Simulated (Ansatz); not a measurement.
Basis-set extrapolation for BH₇OSi₂ (`[SiH3]BO[SiH3]`) (PBE0-D4/def2-TZVP geometry, frozen core, the Gaussian-basis code of Ansatz). Multiplicity 1, RHF reference.

|  | def2-TZVPP | def2-QZVPP |
| --- | --- | --- |
| HF | -681.617813 | -681.641406 |
| MP2 correlation | -0.586516 | -0.630350 |
| CCSD(T) correlation | -0.665091 | not run |

Energies in hartree. Use E(X) = E(∞) + A·exp(−7.88·√X) for Hartree–Fock and E(X) = E(∞) + B·X^(−2.97) for correlation, with X = 3 and 4, and add CCSD(T) minus MP2 of the smaller set to the MP2 limit.

Task: What is the CCSD(T) energy at the basis-set limit?

Result: HF limit: -681.641406 + (-0.023593) × 0.13774 = -681.64466. MP2 limit: -0.630350 + (-0.043834) × 0.74074 = -0.66282. Higher-order term: -0.665091 − (-0.586516) = -0.07857. Total: -682.38605 hartree, 270.8 kJ/mol below CCSD(T)/def2-TZVPP.
